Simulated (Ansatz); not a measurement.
A run for Ansatz (a quantum-chemistry and plane-wave program): U-CCSDT(Q)/cc-pV(D+d)Z on H2P (SMILES [PH2+]), 2S+1 = 3, a spin state set in the input, which need not be the lowest, at the other state's geometry. Charge +1. Files ending in .json are basis or fitting sets from the Basis Set Exchange.

Ansatz 0.2 input:
```yaml
crystal:
  periodic: [false, false, false]
  atoms:
    - {symbol: P, position_ang: [-0.00041167, 0.11677199, 0.00000000]}
    - {symbol: H, position_ang: [-1.02298995, -0.87940729, 0.00000000]}
    - {symbol: H, position_ang: [1.02916500, -0.87217260, 0.00000000]}
basis:
  gaussian:
    orbitals: cc-pV_D+d_Z.json
total_charge: 1
magnetization: {spin_polarized: true, initial_magnetization: 2}
correlation: {method: ccsdt_q, electrons: outside_noble_gas}
scf: {omitted_lower_state_checks: [cluster_reference]}
```

Program output:

```
WARN ansatz: RAYON_NUM_THREADS=2 ignored (pool sized by the plan → 2); use --threads N
Functional definition: HF
these checks for a lower state are left out or cut short: cluster_reference
integrals: 0.01 GiB planned
590 factors; integrals over basis functions are off by at most 1.1e-7 eV
mean field: 0.07 GiB planned
mean field evaluation 1: about -9292.4208 eV, gradient 7.9e0 eV
mean field evaluation 2: about -9292.4267 eV, gradient 7.9e0 eV
mean field evaluation 4: about -9292.9634 eV, gradient 1.0e0 eV
mean field evaluation 8: about -9292.9842 eV, gradient 9.1e-4 eV
mean field -9292.98424162 eV, -341.5108718686 hartree, gradient 2.6e-6 eV, S^2 2.005271; 0 other end points of the search recorded, 0 dependent functions left out
5 core orbitals not correlated
reference -9292.98424162 eV, -341.5108718686 hartree; 4, 2 occupied and 24, 26 virtual orbitals, 590 factors
second order -2.22997358 eV of doubles, -0.00000000 eV of singles
coupled cluster: 0.10 GiB planned
cycle   1  -2.68264415 eV  change   -4.5e-1 eV  update   5.5e-2
cycle   2  -2.93733941 eV  change   -2.5e-1 eV  update   2.5e-2
cycle   3  -2.95942663 eV  change   -2.2e-2 eV  update   8.5e-3
cycle   4  -2.96456205 eV  change   -5.1e-3 eV  update   3.7e-3
cycle   5  -2.96375963 eV  change    8.0e-4 eV  update   1.5e-3
cycle   6  -2.96410114 eV  change   -3.4e-4 eV  update   4.3e-4
cycle   7  -2.96442716 eV  change   -3.3e-4 eV  update   1.6e-4
cycle   8  -2.96439594 eV  change    3.1e-5 eV  update   6.4e-5
cycle   9  -2.96435380 eV  change    4.2e-5 eV  update   2.4e-5
cycle  10  -2.96437198 eV  change   -1.8e-5 eV  update   9.1e-6
cycle  11  -2.96437279 eV  change   -8.0e-7 eV  update   3.6e-6
cycle  12  -2.96437259 eV  change    2.0e-7 eV  update   1.8e-6
cycle  13  -2.96437081 eV  change    1.8e-6 eV  update   7.3e-7
cycle  14  -2.96437114 eV  change   -3.2e-7 eV  update   3.0e-7
perturbative correction -0.00124304 eV, -0.0000456809 hartree
Total energy: -9295.94985580 eV, -341.6198561794 hartree
Checks for a lower state left out: cluster_reference
```

Self-consistency was reached.

Cost: around 5 core-seconds (rough).
